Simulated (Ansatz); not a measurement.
`[SiH3][SiH2][O][SnH3]` + `OBO` → `OBO[SiH2][SiH3]` + `[OH][SnH3]`  (ligand exchange at the Si–O bond)

Gas-phase electronic energies from Ansatz, PBE0-D4/def2-TZVP geometries. CBS: MP2 limit from def2 TZ/QZ plus the TZ coupled-cluster correction, frozen cores. This one scheme is used for every species. Functionals use def2-TZVPP. B3LYP here is the variant with VWN-RPA as its local correlation; programs differ in this. def2 core potentials past Kr. For Sn outer-core shells are correlated without core-valence functions, which leaves a few kJ/mol of doubt a bond. Each species was taken in one conformer, which may not be the lowest.

```tsv
level	ΔE (kcal/mol)	difference from CCSD(T)/CBS
PBE-D4	4.1	-0.9
r2SCAN-D4	4.4	-0.6
B3LYP-D4	4.7	-0.3
PBE	4.0	-1.0
r2SCAN	4.4	-0.6
PBE0	4.5	-0.5
B3LYP	4.5	-0.5
HF/def2-TZVPP	5.7	0.7
MP2/def2-TZVPP	5.1	0.1
CCSD/def2-TZVPP	5.1	0.1
HF/def2-QZVPP	5.8	0.8
MP2/def2-QZVPP	5.2	0.2
SCS-MP2/def2-QZVPP	5.2	0.2
HF/CBS(def2)	5.8	0.8
MP2/CBS(def2)	5.2	0.2
CCSD/CBS(def2)	5.1	0.1
CCSD(T)/CBS	5.0	0
```

Largest T1 diagnostic among the species: 0.014.
